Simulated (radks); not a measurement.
Values are calculated unless marked as measured or tabulated.
Trend from Sc4+ to Zn4+: ionisation energy by Delta-SCF between NIST ground configurations, and size. Level of theory: scalar-relativistic Kohn-Sham, SCAN, spin-polarised, spherical densities, finite nucleus; open shells are filled with parallel spins first; meta-GGA in the generalised Kohn-Sham scheme; Fermi nuclear charge, rms radius of each element as measured or else 0.836 A^(1/3) + 0.57 fm (a radial shooting solver on a logarithmic mesh with Libxc functionals).

| species | configuration | configuration of the ion | IE (eV) | NIST (eV) | kind | -e(HOMO) (eV) | r at 0.001 e/bohr^3 (bohr) |
|---|---|---|---|---|---|---|---|
| Sc4+ | [Ne] 3s2 3p5 | [Ne] 3s2 3p4 | 92.059 | 91.95 | semi-emp. | 83.037 (3p) | 2.58 |
| Ti4+ | [Ar] | [Ne] 3s2 3p5 | 100.07 | 99.30 | exp. | 90.362 (3p) | 2.51 |
| V4+ | [Ar] 3d1 | [Ar] | 64.871 | 65.282 | exp. | 55.277 (3d) | 2.52 |
| Cr4+ | [Ar] 3d2 | [Ar] 3d1 | 68.980 | 69.46 | semi-emp. | 58.928 (3d) | 2.52 |
| Mn4+ | [Ar] 3d3 | [Ar] 3d2 | 72.869 | 72.4 | semi-emp. | 62.406 (3d) | 2.50 |
| Fe4+ | [Ar] 3d4 | [Ar] 3d3 | 76.633 | 75.0 | semi-emp. | 65.747 (3d) | 2.47 |
| Co4+ | [Ar] 3d5 | [Ar] 3d4 | 80.272 | 79.5 | semi-emp. | 68.976 (3d) | 2.44 |
| Ni4+ | [Ar] 3d6 | [Ar] 3d5 | 75.130 | 76.1 | semi-emp. | 64.395 (3d) | 2.43 |
| Cu4+ | [Ar] 3d7 | [Ar] 3d6 | 79.424 | 80 | semi-emp. | 68.182 (3d) | 2.41 |
| Zn4+ | [Ar] 3d8 | [Ar] 3d7 | 83.444 | 83 | semi-emp. | 71.784 (3d) | 2.39 |

Reference values: NIST Atomic Spectra Database (exp. = measured, semi-emp. = semi-empirical, theory = theoretical value adopted there). Open shells are spherical and high-spin; term and fine-structure splittings are not resolved.
